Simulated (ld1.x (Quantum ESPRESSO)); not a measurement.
# What one change does to a pseudopotential (Ga (Z = 31), TM)

- Element: gallium (Ga)
- Generator: ld1.x (Quantum ESPRESSO) 7.5
- Type: norm-conserving Troullier–Martins (Kleinman–Bylander form)
- Functional: PBE
- Relativity: scalar-relativistic
- Frozen core: [Ar]
- Valence charge: 13
- Reference configuration: 3d10 4s1 4p2
- Partial waves: 4s (bound): rc 1.60 bohr; 4p (bound): rc 2.65 bohr; 3d (bound): rc 1.15 bohr
- Local potential: all-electron potential smoothed inside 1.40 bohr (lloc = -1)
- Core correction: a·sin(br)/r model core inside 0.75 bohr

Change: all radii but the core radius scaled by about 1.22 (s 1.96, p 3.24, d 1.40 bohr); local potential all-electron potential smoothed inside 1.72 bohr (lloc = -1).

Cutoffs: the cutoffs (Ry, on a coarse ladder) from which the occupation-weighted sum of valence levels, in a spherical-Bessel basis at the reference potential, stays within 10 and 1 mRy of its value at 400 Ry; they do not see the model core or the augmentation charge, which bear on the density cutoff. Errors are all-electron minus pseudo energies relative to the spin-unpolarised reference configuration.

Q: Predict the effect on cutoff, ghosts and configuration errors.

A: The number of tests that count goes from 7 to 6; of the 6 tests that both files solve, the error grows in 6 and shrinks in 0 by more than 15 % and 0.3 meV (median size 3.7 → 15.2 meV); neither file shows a bound ghost at the reference potential, the only one tested. More of the atom is replaced by a form fitted at one configuration, so other configurations suffer.

| quantity | base | changed |
| --- | --- | --- |
| cutoff, loose | 200 Ry | 160 Ry |
| cutoff, tight | over 300 Ry | 260 Ry |
| loose cutoff by channel (10 mRy a level) | s 12 Ry, p 6 Ry, d 180 Ry | s 12 Ry, p 6 Ry, d 140 Ry |
| bound ghosts | none | none |
| tests counted (converged, no solver errors) | 7 of 7 | 6 of 7 |
| error for 3d10 4s2 4p1, meV [ΔE -6.54 eV] | +3.1 | +6.6 |
| error for 3d10 4s2 4p0, meV [ΔE -0.85 eV] | +1.2 | +4.4 |
| error for 3d10 4s1 4p0, meV [ΔE 20.28 eV] | -3.8 | -24 |
| error for 3d10 4s0 4p0, meV [ΔE 51.55 eV] | -60 | -93 |
| error for 3d9 4s2 4p1, meV [ΔE 21.16 eV] | +140 | -165 |
| error for 3d10 4s2 4p1.3, meV [ΔE -7.07 eV] | +3.7 | +6.8 |

Changed file: Tests not counted: 3d9 4s0 4p0 (solver errors, printed error -362 meV).
